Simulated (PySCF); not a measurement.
Bond stretch in H5BO, SMILES [BH3-][OH2+]. The B1–O5 bond (B1 also carries H, H, H; O5 carries H, H) is pulled apart rigidly from the PBE0/def2-TZVP optimised geometry.

Levels of theory: RKS-M06-2X/6-31G* = restricted M06-2X/6-31G*, spherical d in PySCF 2.14.0; UHF/STO-3G = unrestricted Hartree-Fock/STO-3G run with PySCF 2.14.0; RKS-LDA (SVWN5) = restricted LDA (SVWN5)/def2-TZVP (PySCF); RHF/STO-3G = restricted Hartree-Fock/STO-3G (PySCF); UKS-LDA (SVWN5) = PySCF with unrestricted LDA (SVWN5)/def2-TZVP.

Energies are in kJ/mol, each relative to the lowest point of its own curve near equilibrium.

| R / Å | RKS-M06-2X/6-31G* | UHF/STO-3G | RKS-LDA (SVWN5) | RHF/STO-3G | UKS-LDA (SVWN5) |
|---|---|---|---|---|---|
| 1.34 | 118.5 | 120.1 | 95.2 | 120.1 | 95.2 |
| 1.43 | 53.4 | 45.9 | 38.4 | 45.9 | 38.4 |
| 1.52 | 19.0 | 10.5 | 10.5 | 10.5 | 10.5 |
| 1.59 | 5.9 | 0.7 | 1.5 | 0.7 | 1.5 |
| 1.62 | 2.8 | 0.0 | 0.0 | 0.0 | 0.0 |
| 1.69 | 0.0 | 4.3 | 0.6 | 4.3 | 0.6 |
| 1.74 | 0.8 | 11.3 | 3.5 | 11.3 | 3.5 |
| 1.78 | 2.7 | 18.6 | 6.9 | 18.6 | 6.9 |
| 1.84 | 6.9 | 31.6 | 13.4 | 31.6 | 13.4 |
| 1.94 | 16.3 | 56.4 | 26.1 | 56.4 | 26.1 |
| 2.07 | 30.1 | 89.8 | 43.9 | 89.8 | 43.9 |
| 2.26 | 48.8 | 133.3 | 68.7 | 133.3 | 68.7 |
| 2.50 | 68.5 | 172.5 | 94.8 | 172.5 | 94.8 |
| 2.75 | 85.1 | 196.3 | 115.0 | 196.3 | 115.0 |
| 3.07 | 100.5 | 211.1 | 132.3 | 211.1 | 132.3 |
| 3.42 | 110.7 | 217.7 | 143.4 | 217.7 | 143.4 |
| 3.69 | 115.6 | 220.0 | 148.5 | 220.0 | 148.5 |
| 4.18 | 121.1 | 222.1 | 153.6 | 222.1 | 153.6 |
| 4.56 | 123.3 | 223.0 | 155.6 | 223.0 | 155.6 |
| 5.06 | 124.6 | 223.7 | 157.2 | 223.7 | 157.2 |
